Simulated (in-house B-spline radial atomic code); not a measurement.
Configurations of Cr³⁺, with energies counted from [Ar] 3d3. Computed with an all-electron radial atomic-structure program (B-spline basis): scalar-relativistic (X2C) CAM-B3LYP, spin-polarised, spherical fractional occupations, exact exchange averaged over the configuration, Fermi nucleus of rms radius 3.6452 fm. Shells without spins written out take the highest spin.

Occupations are held fixed; configurations that lie above the ionisation limit could autoionise.

```json
{"configuration": "[Ar] 3d2 4p1", "E - E(ref) (eV)": "19.593", "highest orbital": "4p up", "its <r> (bohr)": "2.613"}
{"configuration": "[Ne] 3s2 3p5 3d3 4s1", "E - E(ref) (eV)": "54.133", "highest orbital": "4s up", "its <r> (bohr)": "2.309"}
{"configuration": "[Ne] 3s2 3p5 3d3 4p1", "E - E(ref) (eV)": "61.007", "highest orbital": "4p up", "its <r> (bohr)": "2.593"}
```

Order these further configurations by energy, lowest first.
A. [Ar] 3d2 4s1
B. [Ar] 3d2 4f1
C. [Ne] 3s2 3p5 3d3 4f1
D. [Ne] 3s2 3p5 3d4

A (12.783 eV), B (35.395 eV), D (40.117 eV), C (77.005 eV).
